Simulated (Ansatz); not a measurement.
Relaxation of CH₁₁NSi₂ (15 atoms, charge 0, multiplicity 1), to a largest force component of 0.03 eV/Å in at most 50 steps.

The calculation used UKS CAM-B3LYP-D4/STO-3G in Ansatz 0.2.0.

```xyz
15
Properties=species:S:1:pos:R:3
Si -1.289 0.627 -0.433
Si 0.655 -2.286 -0.882
H -1.310 0.414 -1.854
H -1.595 -0.584 0.275
H -2.283 1.618 -0.090
H 1.092 -0.941 -0.670
N 0.369 1.155 0.018
C 0.516 1.504 1.467
H 0.041 -2.798 0.312
H -0.303 -2.332 -1.952
H 1.768 -3.127 -1.226
H 0.629 2.011 -0.527
H 1.545 1.851 1.659
H -0.179 2.287 1.826
H 0.345 0.602 2.076
```

Task: Where does it end, and by what steps?

Result: The run converged. The force dipped under the threshold on the way, but the program's further checks kept it going. Limits of this set-up: minimal basis. After 22 steps the energy has fallen by 0.093 eV; H4 moved furthest, 0.93 Å.

| step | energy less start (eV) | largest force component (eV/Å) | accepted |
| --- | --- | --- | --- |
| 0 | 0.0000 | 0.614 | yes |
| 1 | -0.0608 | 0.463 | yes |
| 2 | -0.0678 | 0.173 | yes |
| 3 | -0.0719 | 0.140 | yes |
| 4 | -0.0748 | 0.152 | yes |
| 5 | -0.0763 | 0.060 | yes |
| 6 | -0.0780 | 0.106 | yes |
| 7 | -0.0777 | 0.280 | no |
| 8 | -0.0686 | 0.519 | no |
| 9 | -0.0796 | 0.019 | yes |
| 10 | -0.0819 | 0.075 | yes |
| 11 | -0.0805 | 0.310 | no |
| 12 | -0.0841 | 0.064 | yes |
| 13 | -0.0859 | 0.058 | yes |
| 14 | -0.0872 | 0.168 | yes |
| 15 | -0.0887 | 0.095 | yes |
| 16 | -0.0902 | 0.033 | yes |
| 17 | -0.0914 | 0.066 | yes |
| 18 | -0.0919 | 0.077 | yes |
| 19 | -0.0924 | 0.057 | yes |
| 20 | -0.0929 | 0.030 | yes |
| 21 | -0.0931 | 0.015 | yes |
| 22 | -0.0932 | 0.015 | yes |

```xyz
15
Properties=species:S:1:pos:R:3
Si -1.641 1.159 -0.418
Si 0.989 -2.474 -0.761
H -1.822 1.055 -1.841
H -2.272 0.060 0.262
H -2.251 2.388 0.040
H 0.671 -1.077 -0.578
N 0.090 1.076 -0.089
C 0.490 1.215 1.339
H 0.724 -3.205 0.448
H 0.194 -3.031 -1.821
H 2.379 -2.628 -1.097
H 0.640 1.763 -0.650
H 1.577 1.065 1.439
H 0.243 2.197 1.792
H -0.014 0.437 1.933
```

Time of the run: 90 s on 1 thread of Arm Neoverse V2, with other jobs on the host, peak memory 0.17 GiB.
